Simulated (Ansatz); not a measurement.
The lowest doublet and quartet of HSi (SMILES [SiH]); geometries from B3LYP-D3(BJ)/def2-TZVP, each state relaxed from the structure named, with no frequency check.
Doublet (charge 0, multiplicity 2):
```xyz
2

Si     0.0000     0.0000    -0.1020
H      0.0000     0.0000     1.4276
```

A positive gap puts the quartet lower; no zero-point energy. U- takes an unrestricted doublet. The quartet is unrestricted in single-reference levels. Active spaces average the two states.

Frozen-core correlation.

Programs: Ansatz (a quantum-chemistry and plane-wave program) with Gaussian orbitals. Each number belongs to the level named beside it.

Q: One of these levels gives -35.23 kcal/mol for the gap E(doublet) − E(quartet), vertical, at the doublet's geometry. Which one is it?
A) U-SCS-MP2/cc-pV(T+d)Z
B) U-wB97X-V/def2-TZVPP
C) SC-NEVPT2 on SA-CASSCF(5,5)/cc-pV(D+d)Z

A: C, SC-NEVPT2 on SA-CASSCF(5,5)/cc-pV(D+d)Z. The others give -44.26 (U-wB97X-V/def2-TZVPP), -40.87 (U-SCS-MP2/cc-pV(T+d)Z)
